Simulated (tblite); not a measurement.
Species: C2H10N2Si (charge +1 and doublet state).
SMILES with atom numbers: `[CH3:1][NH:2][SiH2:3][NH+:4][CH3:5]` (hydrogens: H6, H7, H8 on C1; H9 on N2; H10, H11 on Si3; H12 on N4; H13, H14, H15 on C5)

Cartesian coordinates in Å at the GFN2-xTB level; atoms count from 1:
```
atom  x, y, z in Å
C1    -2.6543    0.2404   -0.2170
N2    -1.3098    0.5178    0.1610
Si3   -0.0434   -0.6159    0.5357
N4     1.3315   -0.1890   -0.4428
C5     2.6734    0.0392   -0.0248
H6    -2.8385    0.4911   -1.2686
H7    -2.8829   -0.8099   -0.0586
H8    -3.3428    0.8597    0.3672
H9    -1.0876    1.5037    0.0898
H10   -0.4808   -1.9374    0.1035
H11    0.3150   -0.4062    1.9328
H12    1.1934    0.0403   -1.4200
H13    2.9487    1.0968   -0.1141
H14    3.3650   -0.5107   -0.6720
H15    2.8089   -0.2761    1.0060
```

Computed with GFN2-xTB (tblite): harmonic, unscaled wavenumbers at the GFN2-xTB geometry, gas phase. The method is semi-empirical: single wavenumbers can be off by several per cent or more. Modes of hydrogen on silicon can be 10 to 20 % off. One conformer, not necessarily the lowest. Open shells enter through the occupations alone, without spin polarisation, and single modes of such species can be off by tens of per cent.

Harmonic wavenumbers (cm⁻¹): 45.7, 57.8, 132.2, 142.7, 176.7, 279.8, 297.6, 444.3, 514.8, 537.2, 555.2, 661.3, 673.1, 708.1, 749.1, 1023.9, 1033.0, 1051.2, 1052.2, 1124.4, 1172.8, 1292.5, 1309.9, 1383.6, 1385.1, 1403.2, 1404.0, 1444.6, 1445.5, 2287.9, 2290.1, 2906.3, 2907.1, 2947.0, 2949.0, 3055.2, 3055.8, 3383.4, 3388.1.

A = 11923, B = 1727, C = 1634 MHz; mass 90.061 u (most abundant isotopes); point group C2, symmetry number 2; spin multiplicity 2.

Question: What is the zero-point energy?

Answer: Half the sum of the wavenumbers: 26336 cm⁻¹ = 75.30 kcal/mol.

Question: Entropy at 200 K, 1 bar (ideal gas, RRHO, classical rotation)?

Answer: Translation 37.45, rotation 24.09, vibration 16.85, spin (R ln 2) 1.38: S = 79.8 cal/(mol K).

Question: And Cp and H(200 K) − H(0)?

Answer: Cp = 24.71 cal/(mol K), of which vibrations give 16.76 (their classical limit is 39 R = 77.5); H(200 K) − H(0) = 3.36 kcal/mol without the zero-point energy, 1.77 from vibrations.

Question: Blend soft modes into free rotors: weight 1/[1 + (100 cm⁻¹/ν̃)⁴] for the oscillator and the rest for a rotor with moment μB/(μ + B), μ = h/(8π²ν), B = 10⁻⁴⁴ kg m². What vibrational entropy results?

Answer: 15.32 cal/(mol K) in place of 16.85, which changes −T·S at 200 K by +0.31 kcal/mol.

Question: Which modes carry the vibrational entropy at 200 K?

Answer: 45.7 cm⁻¹: 4.21; 57.8 cm⁻¹: 3.75; 132.2 cm⁻¹: 2.16; 142.7 cm⁻¹: 2.02; 176.7 cm⁻¹: 1.64; 279.8 cm⁻¹: 0.90 cal/(mol K); the other 33 give 2.18 together.

Hindered rotation and anharmonicity are outside this model. Other conformers, if any are populated, would add a mixing term that is left out. The structure is chiral; the term R ln 2 for an equal mix with its mirror image is left out.
